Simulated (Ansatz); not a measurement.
Reactions of `FC1(F)C=CC1(F)F`.

Calculated with Ansatz (gas phase, PBE0-D4/def2-TZVP geometries, no zero-point term in ΔE). CBS: MP2 limit from def2 TZ/QZ plus the TZ coupled-cluster correction, frozen cores. This one scheme is used for every species, atoms too. For atomizations the MP2-based limit and the directly extrapolated one differ by several kJ/mol either way, and by 10 to 25 for some Ge, Se and Sn compounds, so smaller differences from it don't rank the levels. Double bonds are as drawn, so ΔE can hold a change between cis and trans. DFT in def2-TZVPP. Open shells (•) are unrestricted, without spin–orbit coupling. Spin–orbit coupling would lower the free atoms: a little for C, F. Each species was taken in one conformer, which may not be the lowest.

```tsv
reaction	MP2/CBS(def2) (kJ/mol)	B2PLYP (kJ/mol)	LDA (SPW92) (kJ/mol)
`FC1(F)C=CC1(F)F` → 4 C• + 4 F• + 2 H•	4585	4346	5335
`FC1(F)C=CC1(F)F` → `F/C=C(F)/C(F)=C/F`	78	51	61
`FC1(F)C=CC1(F)F` + H₂ → `FC1C=CC1(F)F` + H–F	-79	-68	-51
`FC1(F)C=CC1(F)F` → `FC(F)=CC=C(F)F`	3	-20	-19
`FC1(F)C=CC1(F)F` → `F/C=C/C(F)=C(F)F`	53	27	32
`FC1(F)C=CC1(F)F` → `F/C=C(/F)C=C(F)F`	43	17	21
`FC1(F)C=CC1(F)F` → `FC1=C(F)[C@@H](F)[C@@H]1F`	63	57	50
```

Task: Give the CCSD(T)/CBS values in the same order. (Best estimate.)

Result: Ansatz gave: 4389, 69, -74, 1, 46, 38, 64 kJ/mol.

Largest T1 diagnostic: 0.013, for `F/C=C(/F)C=C(F)F`.
